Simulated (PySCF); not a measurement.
**Correlation energy of W⁺ (tungsten, charge +1)**

[Xe] 4f14 5d4 6s1, high-spin 6D determinant. Computed with PySCF 2.14 in x2c-TZVPPall with one added diffuse shell each of s, p, d, f type (12s8p8d4f1g, 113 functions), with scalar relativity by spin-free X2C-1e. Frozen: [Xe] 4f14; 7 electrons correlated.

```tsv
level	correlation energy (mhartree)
CCSD	-68.34
(T)	-1.33
CCSD(T)	-69.67
```

Diagnostics: T1 = 0.0040, D1 = 0.0112, largest double amplitude 0.020.

Spin-orbit coupling, absent here, splits the open shell strongly.

Cost of the coupled-cluster step: of the order of 17 core-seconds, for 7 correlated electrons.

Iterations:

```
CC2 = 0
CCSD nocc = (np.int64(5), np.int64(2)), nmo = (79, 81)
frozen orbitals [[0, 1, 2, 3, 4, 5, 6, 7, 8, 9, 10, 11, 12, 13, 14, 15, 16, 17, 18, 19, 20, 21, 22, 23, 24, 25, 26, 27, 28, 29, 30, 31, 32, 33], [0, 1, 2, 3, 4, 5, 6, 7, 8, 9, 10, 11, 12, 13, 14, 15, 16, 17, 18, 19, 20, 21, 22, 23, 24, 25, 26, 27, 28, 29, 30, 33]]
max_cycle = 100
direct = 0
conv_tol = 1e-08
conv_tol_normt = 1e-06
diis_space = 8
diis_start_cycle = 0
Init t2, MP2 energy = -0.0601506998382431
Init E_corr(UCCSD) = -0.0601506998383711
cycle = 1  E_corr(UCCSD) = -0.066810709115095  dE = -0.00666000928  norm(t1,t2) = 0.0242861
cycle = 2  E_corr(UCCSD) = -0.0679269670853612  dE = -0.00111625797  norm(t1,t2) = 0.00783186
cycle = 3  E_corr(UCCSD) = -0.068372985665078  dE = -0.00044601858  norm(t1,t2) = 0.00337363
cycle = 4  E_corr(UCCSD) = -0.0683365271707909  dE = 3.64584943e-05  norm(t1,t2) = 0.000546992
cycle = 5  E_corr(UCCSD) = -0.0683387113064305  dE = -2.18413564e-06  norm(t1,t2) = 0.000108593
cycle = 6  E_corr(UCCSD) = -0.0683391487749992  dE = -4.37468569e-07  norm(t1,t2) = 2.53335e-05
cycle = 7  E_corr(UCCSD) = -0.0683391444663976  dE = 4.30860164e-09  norm(t1,t2) = 5.87122e-06
cycle = 8  E_corr(UCCSD) = -0.0683391202080479  dE = 2.42583497e-08  norm(t1,t2) = 1.47138e-06
cycle = 9  E_corr(UCCSD) = -0.0683391172435425  dE = 2.96450543e-09  norm(t1,t2) = 2.79556e-07
UCCSD converged
E(UCCSD) = -16138.06700442945  E_corr = -0.0683391172435425
UCCSD(T) correction = -0.00133049567179676
```
